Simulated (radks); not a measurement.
The arsenic anion As3-, [Kr], held by a Watson sphere: a shell of charge +3 at radius R that stands for the Madelung well of a crystal (potential energy -3/R inside, -3/r outside, in hartree with lengths in bohr). Calculated with a radial shooting solver on a logarithmic mesh with Libxc functionals: scalar-relativistic Kohn-Sham, LDA (Slater exchange, Perdew-Wang correlation), spin-polarised, spherical densities, finite nucleus; Fermi nuclear charge, rms radius of each element as measured or else 0.836 A^(1/3) + 0.57 fm. Response by self-consistent Sternheimer equations with the Hartree and adiabatic LDA kernel, the relativistic mass of each level held fixed and spin-orbit coupling left out. The sphere does not respond.

| R (bohr) | e(3d) (eV) | e(4s) (eV) | e(4p) (eV) | <r> 4p (bohr) | sum of <r^2> (bohr^2) | X-ray form factor at sin(theta)/lambda = 0.2 1/angstrom | alpha (bohr^3) |
|---|---|---|---|---|---|---|---|
| 2.32 | -39.414 | -16.529 | -7.536 | 2.468 | 61.19 | 26.455 | 37.82 |
| 3.07 | -38.109 | -14.223 | -6.072 | 2.775 | 73.89 | 26.139 | 64.29 |
| 3.26 | -37.930 | -13.774 | -5.730 | 2.852 | 77.26 | 26.102 | 73.66 |
| 3.4 | -37.814 | -13.474 | -5.489 | 2.907 | 79.78 | 26.084 | 81.40 |
| 3.97 | -37.431 | -12.485 | -4.616 | 3.129 | 90.40 | 26.061 | 121.5 |
| 4.02 | -37.403 | -12.414 | -4.548 | 3.148 | 91.37 | 26.061 | 125.7 |
| 4.96 | -36.971 | -11.422 | -3.485 | 3.496 | 110.6 | 26.108 | 234.3 |
